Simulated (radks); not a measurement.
Results of a calculation; reference values are marked as such.
The oxygen anion O-, configuration [He] 2s2 2p5. Level of theory: non-relativistic Kohn-Sham, PBEsol, spin-polarised, spherical densities, point nucleus; open shells are filled with parallel spins first; Watson sphere of charge +1 and radius 1.66 bohr (a radial shooting solver on a logarithmic mesh with Libxc functionals).

Normalised radial functions P(r) = r R(r), r in bohr:

```
   r/bohr * 1s up, o 2s up (the largest magnitude, 2.01, reaches the edge; | marks zero, & curves that meet)
  0.01837                             | o      *
  0.02038                             | o       *
   0.0228                             | o        *
   0.0253                             |  o        *
  0.02807                             |  o         *
   0.0314                             |  o          *
  0.03484                             |  o           *
  0.03866                             |   o           *
  0.04324                             |   o             *
  0.04798                             |   o              *
  0.05367                             |    o              *
  0.05955                             |    o               *
  0.06607                             |    o                 *
  0.07391                             |    o                  *
  0.08201                             |    o                   *
  0.09172                             |    o                    *
   0.1018                             |    o                    *
   0.1129                             |    o                     *
   0.1263                             |    o                     *
   0.1402                             |    o                     *
   0.1555                             |    o                     *
    0.174                             |   o                     *
    0.193                             |  o                     *
   0.2159                             |  o                   *
   0.2396                             | o                   *
   0.2658                             |o                  *
   0.2973                            o|                *
   0.3299                           o |              *
   0.3661                         o   |            *
   0.4094                        o    |          *
   0.4543                      o      |       *
   0.5082                     o       |     *
   0.5638                   o         |    *
   0.6256                  o          |  *
   0.6998                 o           | *
   0.7765                 o           |*
   0.8685                o            |*
   0.9637                o            |*
    1.069                 o           *
    1.196                  o          *
    1.327                  o          *
    1.473                    o        *
    1.647                     o       *
    1.828                      o      *
    2.044                        o    *
    2.268                         o   *
    2.517                          o  *
    2.815                           o *
    3.124                           o *
    3.466                            o*
    3.877                            o*
    4.302                             &
    4.812                             &
    5.339                             &
```

1s up: eigenvalue -508.96 eV, 0 radial nodes, <r> = 0.200 bohr, 90 % of the charge inside 0.359 bohr. 2s up: eigenvalue -24.122 eV, 1 radial node at r = 0.278 bohr, <r> = 1.17 bohr, 90 % of the charge inside 1.89 bohr.
